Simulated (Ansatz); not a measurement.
Computed with Ansatz on PBE0-D4/def2-TZVP structures; ΔE is electronic, products minus reactants. CBS: MP2 limit from def2 TZ/QZ plus the TZ coupled-cluster correction, frozen cores. DFT in def2-TZVPP. B3LYP here is the variant with VWN-RPA as its local correlation; programs differ in this. For Ge outer-core shells are correlated without core-valence functions, which leaves a few kJ/mol of doubt a bond. Scalar relativity is left out up to krypton. One conformer a species, not always the lowest.

`[SiH3][O][GeH2][SiH3]` → `O[SiH]([SiH3])[GeH3]`  (isomerisation)

`[SiH3][O][GeH2][SiH3]`:

Z-matrix (Å, degrees):
```
Si
O 1 1.634
H 1 1.490 2 111.1
H 1 1.484 2 108.2 3 119.9
H 1 1.490 2 111.1 3 -120.1
Ge 2 1.786 1 133.3 3 60.1
Si 6 2.380 2 105.4 1 179.6
H 6 1.543 2 107.5 1 -58.9
H 6 1.543 2 107.5 1 58.1
H 7 1.485 6 109.6 2 -60.2
H 7 1.487 6 109.1 2 -179.9
H 7 1.485 6 109.6 2 60.3
```

`O[SiH]([SiH3])[GeH3]`:

Cartesian coordinates in Å:
```
O -0.940 1.842 -0.496
Si 0.062 0.742 0.237
Si -1.300 -0.714 1.458
Ge 1.377 -0.464 -1.351
H -0.531 2.517 -1.040
H 1.018 1.425 1.162
H -0.423 -1.703 2.144
H -2.222 -1.445 0.550
H -2.099 0.012 2.482
H 2.151 0.504 -2.268
H 0.503 -1.360 -2.246
H 2.404 -1.356 -0.631
```

```tsv
level	ΔE (kcal/mol)	difference from CCSD(T)/CBS
PBE-D4	3.7	-5.5
r2SCAN-D4	7.3	-1.9
PBE0-D4	5.2	-4.0
B3LYP-D4	9.2	0.0
ωB97X-V	9.5	0.3
ωB97M-V	9.7	0.5
B2PLYP	10.9	1.7
PBE	3.9	-5.3
r2SCAN	7.3	-1.9
PBE0	5.4	-3.8
B3LYP	9.7	0.5
HF/def2-TZVPP	16.4	7.2
MP2/def2-TZVPP	11.5	2.3
SCS-MP2/def2-TZVPP	13.4	4.2
CCSD/def2-TZVPP	10.9	1.7
CCSD(T)/def2-TZVPP	10.2	1.0
HF/def2-QZVPP	16.8	7.6
MP2/def2-QZVPP	11.0	1.8
SCS-MP2/def2-QZVPP	12.9	3.7
HF/CBS(def2)	16.9	7.7
MP2/CBS(def2)	10.4	1.2
CCSD/CBS(def2)	9.8	0.6
CCSD(T)/CBS	9.2	0
```

Largest T1 diagnostic among the species: 0.013.

From PBE to PBE0 (25 % exact exchange), in def2-TZVPP and without D4, ΔE moves by +1.5 kcal/mol. In def2-TZVPP, CCSD(T) changes the Hartree–Fock value by −6.2 kcal/mol (the triples alone add −0.7 kcal/mol) and MP2 by −4.9 kcal/mol.
